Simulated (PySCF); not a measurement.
These are PBE-D3(BJ)/def2-TZVP // CAM-B3LYP-D3(BJ)/def2-TZVP (PySCF) values and carry that method's errors. All species are isolated molecules in the gas phase. One relaxed conformer stands for a flexible species; it need not be the lowest. Excitations are Tamm–Dancoff values on a coarser integration grid. The basis has no diffuse functions, so Rydberg states are missing or too high.

Reference species (SMILES): `NB(O)O` (O–B–O–H torsion 0°, O–B–O–H torsion 180°) (neutral, multiplicity 1).

```yaml
HOMO–LUMO gap: 5.82 eV
S1 excitation (TDA): 5.90 eV
HOMO: -6.06 eV
S1–T1 gap (TDA): 0.21 eV
```

Changed species: `B(O)(O)O` (0 of 3 OH replaced by NH2; the reference has 1 of 3 OH replaced by NH2).

Problem. What does the change do to the HOMO–LUMO gap, S1 excitation (TDA), HOMO and S1–T1 gap (TDA)?

Solution. the HOMO–LUMO gap increases by 0.90 eV, to 6.72 eV; the S1 excitation (TDA) goes up by 0.87 eV, to 6.77 eV; the HOMO decreases by 1.36 eV, to -7.42 eV; the S1–T1 gap (TDA) falls by 0.07 eV, to 0.14 eV.
